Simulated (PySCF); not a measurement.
# Broadened absorption spectrum of C6H7Cl

Compound: C₆H₇Cl.
Atom-mapped SMILES: `[Cl:1][C:2]1=[CH:3][CH2:4][C@@H:5]2[CH2:6][C@H:7]12` (hydrogens: H8 on C3; H9, H10 on C4; H11 on C5; H12, H13 on C6; H14 on C7)

Theory: TDDFT CAM-B3LYP/def2-SVPD, vertical, gas phase, core orbitals frozen in the response (PySCF). Geometry: PBE0-D3(BJ)/def2-SVP; no solvent, vibrations or thermal averaging.

Computed states:

| state | E (eV) | f |
| --- | --- | --- |
| S1 | 6.17 | 0.181 |
| S2 | 6.44 | 0.0009 |
| S3 | 6.74 | 0.0018 |
| S4 | 7.13 | 0.024 |
| S5 | 7.27 | 0.0088 |
| S6 | 7.48 | 0.0032 |

Broadening: Gaussians 0.5 eV wide at half height, area fixed by f = 4.319×10⁻⁹ ∫ε dν̃. The cross-section is σ = 3.8235×10⁻²¹ ε cm², given in Mb (10⁻¹⁸ cm²). The width is an assumption, not a result. The curve ends short of the highest state used, and states not computed would add to its high-energy end.

(1) What does the envelope look like, and where are its maxima?

(2) Does any computed singlet lie in the visible range?

(3) Coming from long wavelengths, where does ε first pass 100 L mol⁻¹ cm⁻¹?

(4) On this curve, what absorbance would a 10⁻⁵ mol/L sample give at 193 nm over a 1 cm path?

## Answers

(1) 
```
E (eV)  σ (Mb)
  5.42    0.07
  5.49    0.21
  5.55    0.51
  5.61    1.12
  5.68    2.54
  5.74    4.70
  5.80    8.03
  5.87   13.56
  5.93   19.49
  5.99   25.87
  6.06   32.53
  6.12   36.32
  6.18   37.45
  6.25   35.11
  6.31   30.50
  6.37   24.51
  6.44   17.24
  6.50   11.81
  6.57    7.06
  6.63    4.44
  6.69    2.98
  6.76    2.40
  6.82    2.59
  6.88    3.21
```

Maxima: 201 nm (6.17 eV), ε about 9800, made up of S1 (100%) (ε in L mol⁻¹ cm⁻¹; maxima over ε = 5, shares over 10%). At its high-energy end, 6.88 eV, the curve is still rising (ε about 840, from S4 and S5).

(2) No computed singlet lies in the visible range (380 to 750 nm); the lowest, at 201 nm, stands 2.91 eV above its violet end (3.26 eV).

(3) At about 224 nm (5.53 eV), 0.64 eV below S1.

(4) 193 nm is 6.424 eV, where ε is about 4900 L mol⁻¹ cm⁻¹, so A = ε c l ≈ 0.049 (Beer–Lambert, with the gas-phase spectrum and the assumed width).
